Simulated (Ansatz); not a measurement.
Ansatz (a quantum-chemistry and plane-wave program) input (SVWN5/def2-TZVPD):

Ansatz 0.2 input:
```yaml
crystal:
  periodic: [false, false, false]
  atoms:
    - {symbol: F, position_ang: [1.60411328, -0.29113349, 0.40409270]}
    - {symbol: Sn, position_ang: [-0.24912039, 0.04521332, -0.06275600]}
    - {symbol: H, position_ang: [-0.21093161, 1.49491932, -0.95963111]}
    - {symbol: H, position_ang: [-0.71761681, -1.31743430, -0.97445409]}
    - {symbol: H, position_ang: [-1.05245173, 0.18205036, 1.43505081]}
basis:
  gaussian:
    orbitals: def2-TZVPD
hamiltonian:
  xc: {name: SVWN5}
magnetization: {spin_polarized: true, initial_magnetization: 2}
```

End of the output:

```
integrals: 0.04 GiB planned
754 factors; their error is unknown
0.09 GiB of the device are held for the grids
0.48 GiB of device memory are held for the factors and their scratch space
mean field: 0.49 GiB planned
mean field evaluation 1: about -8561.9089 eV, gradient 3.2e1 eV
mean field evaluation 2: about -8463.5717 eV, gradient 1.6e2 eV
mean field evaluation 4: about -8563.5149 eV, gradient 2.0e1 eV
mean field evaluation 8: about -8565.1427 eV, gradient 7.3e0 eV
mean field evaluation 16: about -8565.4932 eV, gradient 2.2e0 eV
mean field evaluation 32: about -8565.5377 eV, gradient 7.0e-6 eV
mean field evaluation 64: about -8565.5252 eV, gradient 6.5e-2 eV
mean field evaluation 96: about -8565.5377 eV, gradient 7.6e-5 eV
mean field evaluation 128: about -8565.5081 eV, gradient 2.4e0 eV
mean field -8565.53773119 eV, -314.7777056913 hartree, gradient 6.4e-6 eV, S^2 2.002531; 9 other end points of the search recorded, 0 dependent functions left out
reference -8565.53777278 eV, -314.7777072196 hartree; 18, 16 occupied and 105, 107 virtual orbitals, 754 factors
Total energy: -8565.53777278 eV, -314.7777072196 hartree
```

This state (charge 0, triplet) is run at the relaxed geometry of the species with charge 0 and multiplicity 1, and is a spin state other than that species' own.
